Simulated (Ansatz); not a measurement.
A nudged elastic band was laid between two geometries of CH5FOSiTe (10 atoms, charge 0, multiplicity 1).

Theory: RKS BLYP-D4/def2-SVP in Ansatz 0.2.0.

```
movable images  : 9
climbing image  : yes
spring          : 5.0 eV/Å²
optimiser       : quadratic models (default)
start path      : through a guess of the saddle point
force threshold : 0.05 eV/Å
iteration limit : 60
end points      : relaxed
```

Initial state:

```xyz
10
Properties=species:S:1:pos:R:3
C -1.542 -0.326 0.907
Te -0.085 1.316 1.263
Si 1.138 0.648 -0.841
O 1.575 -0.969 -0.771
F 0.148 0.724 -2.143
H -0.978 -1.242 0.663
H -2.198 -0.035 0.071
H -2.118 -0.457 1.839
H 2.289 1.570 -1.095
H 1.854 -1.280 0.110
```

Final state:

```xyz
10
Properties=species:S:1:pos:R:3
C -1.534 -0.470 0.924
Te 0.109 0.909 1.493
Si 0.711 1.555 -1.058
O 1.970 -0.241 -0.998
F -0.498 0.679 -1.806
H -1.289 -1.484 1.282
H -1.611 -0.441 -0.177
H -2.463 -0.103 1.395
H 2.920 0.008 -1.010
H 1.769 -0.462 -0.042
```

Task: Which bonds break or form, and what moves?

Result: Bonds broken: Si3–H9. Bonds formed: O4–H9.

Task: What energy profile does the band end with?

Result: The forces met the threshold. The highest image is number 5 of 0 to 10, 2.77 eV above the first end and 1.21 eV above the last; the last end lies 1.56 eV above the first. Neighbouring images differ by up to 1.2 eV, so the band resolves the path poorly. A vibrational analysis at the climbing image gives one clearly imaginary mode, 1308i cm⁻¹: a first-order saddle point. The orbitals stay closed-shell, which can raise the energy where a bond breaks towards radicals; this wasn't checked here.

```
image  path coordinate (Å)  energy (eV)  Si3–H9 (Å)  O4–H9 (Å)
    0                 0.00         0.00        1.50       2.66
    1                 0.38         0.02        1.50       2.63
    2                 0.75         0.19        1.50       2.47
    3                 1.13         0.78        1.50       2.14
    4                 1.50         1.99        1.52       1.75
    5                 1.88         2.77        1.64       1.35
    6                 2.41         1.88        2.15       1.00
    7                 2.94         1.61        2.62       0.98
    8                 3.47         1.58        2.71       0.98
    9                 4.00         1.57        2.70       0.98
   10                 4.53         1.56        2.70       0.98
```

Task: What is the geometry of the highest image?

Result: 
```xyz
10
Properties=species:S:1:pos:R:3
C -1.554 -0.288 0.834
Te -0.108 1.282 1.460
Si 1.003 1.061 -0.849
O 1.769 -0.718 -0.786
F -0.243 0.713 -1.879
H -0.986 -1.142 0.426
H -2.222 0.141 0.070
H -2.114 -0.586 1.738
H 2.468 0.382 -1.148
H 2.070 -0.895 0.137
```

Run time: 4.6 min on 2 threads of Arm Neoverse V2, with other jobs on the host, peak memory 0.15 GiB.
